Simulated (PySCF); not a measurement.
SiH₂FCl, SMILES F[SiH2]Cl. Atoms are numbered in the order given.

```xyz
5

Si     0.5114     0.5551     0.0000
F     -0.7342     1.5518     0.0000
Cl    -0.1834    -1.3707     0.0000
H      1.2828     0.7820    -1.2305
H      1.2828     0.7820     1.2305
```
Charge 0, spin multiplicity 1.

Geometry: B3LYP-D3(BJ)/def2-TZVP.

The numbers are results of B3LYP-D3(BJ)/def2-TZVP in PySCF, not measurements.

Frequencies are harmonic and unscaled.

```json
[
 {"mode": "1", "ν (cm⁻¹)": "246", "IR (km/mol)": "7.2", "Raman (Å⁴/amu)": "1.6", "depolarisation": "0.69", "moving atoms (share of kinetic energy)": "F 53 %, Cl 26 %, Si 19 %"},
 {"mode": "2", "ν (cm⁻¹)": "551", "IR (km/mol)": "85.2", "Raman (Å⁴/amu)": "8.0", "depolarisation": "0.21", "moving atoms (share of kinetic energy)": "Si 50 %, Cl 44 %"},
 {"mode": "3", "ν (cm⁻¹)": "644", "IR (km/mol)": "55.3", "Raman (Å⁴/amu)": "4.2", "depolarisation": "0.75", "moving atoms (share of kinetic energy)": "H 80 %, Si 16 %"},
 {"mode": "4", "ν (cm⁻¹)": "734", "IR (km/mol)": "19.7", "Raman (Å⁴/amu)": "8.8", "depolarisation": "0.75", "moving atoms (share of kinetic energy)": "H 92 %"},
 {"mode": "5", "ν (cm⁻¹)": "879", "IR (km/mol)": "28.9", "Raman (Å⁴/amu)": "4.8", "depolarisation": "0.58", "moving atoms (share of kinetic energy)": "F 50 %, H 31 %, Si 19 %"},
 {"mode": "6", "ν (cm⁻¹)": "925", "IR (km/mol)": "300.3", "Raman (Å⁴/amu)": "3.4", "depolarisation": "0.41", "moving atoms (share of kinetic energy)": "H 66 %, Si 24 %, F 10 %"},
 {"mode": "7", "ν (cm⁻¹)": "976", "IR (km/mol)": "116.9", "Raman (Å⁴/amu)": "8.4", "depolarisation": "0.75", "moving atoms (share of kinetic energy)": "H 91 %"},
 {"mode": "8", "ν (cm⁻¹)": "2282", "IR (km/mol)": "64.7", "Raman (Å⁴/amu)": "192.2", "depolarisation": "0.07", "moving atoms (share of kinetic energy)": "H 98 %"},
 {"mode": "9", "ν (cm⁻¹)": "2295", "IR (km/mol)": "113.8", "Raman (Å⁴/amu)": "57.3", "depolarisation": "0.75", "moving atoms (share of kinetic energy)": "H 95 %"}
]
```
